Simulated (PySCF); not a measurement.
Excitations are Tamm–Dancoff values on a coarser integration grid. The basis has no diffuse functions, so Rydberg states are missing or too high.

Species: C2H6AlI, SMILES `[I][Al]([CH3])[CH3]` (charge 0, multiplicity 1).

Question: What is the computed LUMO, S1 excitation (TDA) and T1 excitation (TDA) (ωB97X-D3(BJ)/def2-TZVP // B3LYP-D3(BJ)/def2-TZVP (PySCF))?

Answer: 
- LUMO: 0.89 eV
- S1 excitation (TDA): 5.53 eV
- T1 excitation (TDA): 5.38 eV
